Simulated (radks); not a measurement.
Task: All-electron atom: the iridium ion Ir4+ in [Xe] 4f14 5d5. Calculated with a radial shooting solver on a logarithmic mesh with Libxc functionals: scalar-relativistic Kohn-Sham, PBE, spin-polarised, spherical densities, finite nucleus; open shells are filled with parallel spins first (spin-orbit coupling, left out, can overturn this in heavy ions); Fermi nuclear charge, rms radius 5.4032 fm. Some entries of the table are withheld. Estimate them.

| orbital | occ. | eigenvalue (eV) | <r> (bohr) | <r^2> (bohr^2) |
|---|---|---|---|---|
| 1s down | 1 | -76147.77 | 0.01744 | 0.0004196 |
| 1s up | 1 | -76147.76 | 0.01744 | 0.0004196 |
| 2s up | 1 | -13360.99 | 0.07362 | 0.006419 |
| 2s down | 1 | -13360.61 | 0.07362 | 0.006419 |
| 2p up | 3 | -11616.95 | 0.06624 | 0.005363 |
| 2p down | 3 | -11616.64 | 0.06624 | 0.005363 |
| 3s up | 1 | -3161.220 | 0.1905 | 0.04149 |
| 3s down | 1 | -3161.091 | 0.1905 | 0.04148 |
| 3p up | 3 | -2650.991 | 0.1913 | 0.04244 |
| 3p down | 3 | -2650.844 | 0.1913 | 0.04243 |
| 3d up | 5 | -2088.515 | 0.1733 | 0.03516 |
| 3d down | 5 | -2088.250 | 0.1733 | 0.03516 |
| 4s up | 1 | -711.5615 | 0.4233 | 0.2023 |
| 4s down | 1 | -711.2055 | 0.4234 | 0.2023 |
| 4p up | 3 | -544.1367 | 0.4505 | 0.2307 |
| 4p down | 3 | -543.8064 | 0.4505 | 0.2307 |
| 4d up | 5 | -338.2833 | 0.4785 | 0.2648 |
| 4d down | 5 | -337.8955 | 0.4782 | 0.2644 |
| 5s up | 1 | -145.7622 | 0.9756 | 1.066 |
| 5s down | 1 | -142.8408 | 0.9678 | 1.050 |
| 4f up | 7 | (1) | 0.5356 | 0.3514 |
| 4f down | 7 | (2) | 0.5322 | 0.3457 |
| 5p up | 3 | -102.2809 | 1.119 | 1.410 |
| 5p down | 3 | -98.6052 | 1.110 | 1.390 |
| 5d up | 5 | -52.0951 | 1.476 | 2.490 |
| 5d down | 0 | -47.8542 | 1.485 | 2.534 |

Result: 
(1) 4f up eigenvalue (eV): -109.5326
(2) 4f down eigenvalue (eV): -108.8973
